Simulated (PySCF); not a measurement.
Two-component Hartree-Fock for Hg³⁺ (mercury, charge +3)

Start: [Xe] 4f14 5d9; 5d3/2 filled at m_j = -3/2, -1/2, +1/2, +3/2; 5d5/2 filled at m_j = -3/2, -1/2, +1/2, +3/2, +5/2. Calculated with PySCF 2.14 in x2c-QZVPPall-2c: generalised Hartree-Fock with the X2C-1e Hamiltonian and a Gaussian nucleus; one run each with spin-orbit coupling (SO) switched off, then screened by Boettger's factors.

```csv
spinor shell,electrons,"ε, spin-free (eV)","ε, screened SO (eV)",weight of nominal j (screened SO),"rms radius, screened SO (bohr)"
1s1/2,2,-83606.7,-83573.3,1.000,0.0187
2s1/2,2,-15001.2,-14990.6,1.000,0.0755
2p1/2,2,-12954.9,-14360.7,1.000,0.0639
2p3/2,4,-12954.9,-12406.9,1.000,0.0720
3s1/2,2,-3656.3,-3652.9,1.000,0.193
3p1/2,2,-3055.7,-3370.0,1.000,0.184
3p3/2,4,-3055.7,-2930.7,1.000,0.201
3d3/2,4,-2413.1,-2468.0,1.000,0.176
3d5/2,6,-2413.1,-2374.0,1.000,0.180
4s1/2,2,-868.45,-867.37,1.000,0.424
4p1/2,2,-668.19,-745.04,1.000,0.429
4p3/2,4,-668.19,-637.40,1.000,0.463
4d3/2,4,-425.19,-437.23,1.000,0.475
4d5/2,6,-425.19,-416.40,1.000,0.486
5s1/2,2,-172.76,-172.52,1.000,0.968
4f5/2,6,-154.07,-156.15,0.999,0.523
4f7/2,8,-154.07,-151.65,0.999,0.529
5p1/2,2,-116.28,-130.58,0.999,1.04
5p3/2,4,-116.28,-110.49,0.999,1.13
5d3/2,4,-49.518,-50.941,0.974,1.45
5d5/2,5,-49.518,-48.420,0.979,1.50
```

```
   quantity     spin-free   screened SO
E (hartree)  -19605.67345  -19637.90209
        M_J           5/2           5/2
       ⟨J²⟩         8.770         8.774
       ⟨L²⟩         6.016         6.197
       ⟨S²⟩         0.754         0.934
```

Each row is a mean over spinors that exchange with the open shell spreads, by up to 5.076 eV (5p3/2).

Breit and QED terms are absent; they matter most for the inner s and p1/2 levels.

Densities and radii are taken from the X2C orbitals without a picture-change correction, which distorts them close to the nucleus.

Without spin-orbit coupling the j labels of p, d and f shells carry no meaning; the spin-free column gives the mean over the occupied spinors of each nl shell.
